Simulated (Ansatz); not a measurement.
C2H4N (SMILES [CH2]N=C) moved off its minimum; all values from Ansatz (an electronic-structure program), cores frozen in correlated methods. Open shells are unrestricted.
(charge 0, multiplicity 2)
```xyz
7

C      1.2512    -0.2968    -0.1004
N     -0.0570     0.4789    -0.1276
C     -1.1695    -0.0854     0.2787
H      1.0621    -1.3321    -0.0097
H      2.1049     0.3481    -0.6427
H     -2.1928     0.6411     0.2439
H     -1.0333    -1.1389     0.6364
```

**Question.** Give the forces (eV/Å), the total energy and the dipole at CCSD(T)/aug-cc-pVDZ.

**Answer.** 
```tsv
atom	Fx	Fy	Fz
C1	-2.246	4.889	-1.488
N2	2.161	-0.165	-0.069
C3	-0.335	1.421	-0.271
H4	0.691	-1.893	0.084
H5	-1.712	-2.030	1.383
H6	2.683	-2.477	0.234
H7	-1.243	0.255	0.127
```
Energy -132.9019 hartree, dipole 1.52 D.

Doubts at one or more of the structures used: a spin-contaminated determinant (CCSD(T)/aug-cc-pVDZ).
